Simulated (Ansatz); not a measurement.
Program: Ansatz. Geometries: PBE0-D4/def2-TZVP. ΔE: electronic, gas phase. CCSD(T)/CBS adds triple-zeta CCSD(T) − MP2 to the extrapolated MP2 energy (def2 sets, frozen cores). Functionals use def2-TZVPP. B3LYP here is the variant with VWN-RPA as its local correlation; programs differ in this. Each species was taken in one conformer, which may not be the lowest.

Reaction (formal exchange of groups at the Si–C bond): `CC[SiH](O)[SiH3]` + `CCC(C)CC` → `C[SiH](O)[SiH3]` + `CCCC(C)CC`

```tsv
level	ΔE (kJ/mol)
B3LYP-D4	-11.4
ωB97M-V	-13.1
B2PLYP	-13.9
r2SCAN	-14.0
HF/def2-TZVPP	-15.4
HF/def2-QZVPP	-15.6
SCS-MP2/def2-QZVPP	-13.4
CCSD/CBS(def2)	-14.0
```

(1) What does CCSD(T)/CBS give? (Estimate.)

Largest T1 diagnostic among the species: 0.012.

Results:

(1) The calculation gave: -13.7 kJ/mol. The listed levels differ from it by 2.3, 0.6, -0.2, -0.3, -1.7, -1.9, 0.3, -0.3 kJ/mol.
